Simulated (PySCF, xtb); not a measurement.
Se(Cl)(GeH3) (ClGeH₃Se), SMILES Cl[Se][GeH3].

GFN2-xTB (xtb) at its own geometry gives an orbital gap of 2.85 eV and a dipole moment of 1.76 D.

Geometry optimised at B3LYP-D3(BJ)/def2-SVP. The structure was generated by enumeration, and PubChem lists no compound with its InChIKey, so it may never have been made.

**Question.** What does HF/def2-TZVPD run with PySCF give? (An estimate is asked for; the answer gives what the named calculation found.)

**Answer.** gap 10.38 eV (levels -9.67 and 0.71 eV), dipole 2.53 D.
